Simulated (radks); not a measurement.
The numbers below are computed, except where a source is named.
Cl4+, configuration [Ne] 3s2 3p1. Code: a radial shooting solver on a logarithmic mesh with Libxc functionals. Model: non-relativistic Kohn-Sham, B86b exchange with PBE correlation, spin-unpolarised, spherical densities, point nucleus.

Local quantities along the radius. ELF = 1/(1 + alpha^2) is the electron localisation function; alpha = (tau - tau_W)/tau_unif compares the Pauli kinetic energy density with that of the uniform gas; -r V(r) is the screened charge that the Kohn-Sham potential presents (atomic units); s = |grad rho|/(2 (3 pi^2)^(1/3) rho^(4/3)) is the reduced gradient.

r (bohr),ELF,alpha,-r V(r),s
0.006377,1.000,0.01176,16.73,0.3998
0.007247,1.000,0.01224,16.69,0.4037
0.008237,1.000,0.01281,16.64,0.4081
0.009362,1.000,0.01349,16.59,0.4132
0.01064,1.000,0.01431,16.52,0.4191
0.01209,1.000,0.01530,16.45,0.4258
0.01374,1.000,0.01652,16.37,0.4336
0.01562,1.000,0.01803,16.28,0.4426
0.01775,1.000,0.01991,16.18,0.4530
0.02018,1.000,0.02230,16.06,0.4650
0.02293,0.999,0.02537,15.93,0.4790
0.02607,0.999,0.02938,15.79,0.4953
0.02963,0.999,0.03472,15.62,0.5143
0.03367,0.998,0.04199,15.44,0.5365
0.03827,0.997,0.05212,15.24,0.5624
0.04349,0.996,0.06659,15.02,0.5927
0.04943,0.992,0.08786,14.77,0.6279
0.05618,0.986,0.1200,14.50,0.6684
0.06386,0.972,0.1701,14.21,0.7141
0.07258,0.941,0.2501,13.89,0.7635
0.08249,0.874,0.3795,13.55,0.8125
0.09375,0.744,0.5869,13.18,0.8518
0.1066,0.552,0.9011,12.78,0.8646
0.1211,0.367,1.312,12.36,0.8271
0.1376,0.257,1.700,11.90,0.7221
0.1564,0.227,1.843,11.42,0.5648
0.1778,0.271,1.639,10.94,0.4109
0.2021,0.391,1.249,10.47,0.3147
0.2297,0.558,0.8907,9.994,0.2889
0.261,0.706,0.6455,9.496,0.3157
0.2967,0.800,0.5000,8.988,0.3748
0.3372,0.848,0.4226,8.484,0.4552
0.3832,0.866,0.3930,7.995,0.5549
0.4356,0.858,0.4074,7.532,0.6775
0.495,0.809,0.4855,7.099,0.8279
0.5626,0.674,0.6954,6.699,1.003
0.6395,0.407,1.206,6.336,1.166
0.7268,0.171,2.205,6.013,1.202
0.826,0.095,3.084,5.704,0.9815
0.9388,0.135,2.532,5.460,0.6479
1.067,0.354,1.352,5.341,0.5088
1.213,0.692,0.6676,5.215,0.5881
1.378,0.855,0.4124,5.067,0.7904
1.567,0.888,0.3560,4.903,1.082
1.78,0.859,0.4043,4.742,1.486
2.024,0.765,0.5546,4.607,2.075
2.3,0.564,0.8793,4.515,2.990
2.614,0.282,1.594,4.446,4.506
2.971,0.083,3.314,4.372,7.185
3.377,0.015,7.986,4.287,12.23
3.838,0.002,22.55,4.206,22.42
4.362,0.000,75.50,4.138,44.73

On this mesh the ELF has minima near r = 0.16, 0.83 bohr, which separate the shells, and maxima near 0.38 (0.87), 1.6 (0.89).

Self-consistent cycle (total energy in hartree, residual of the potential): 1: -453.187717, 6e+00; 2: -454.515533, 4e+00; 3: -455.350736, 2e-01; 4: -455.352307, 1e-01; 5: -455.353078, 2e-02; 6: -455.353101, 4e-04; 7: -455.353101, 1e-04; 8: -455.353101, 1e-06; 9: -455.353101, 7e-07; 10: -455.353101, 4e-07; 11: -455.353101, 4e-08; 12: -455.353101, 5e-09; 13: -455.353101, 3e-09.
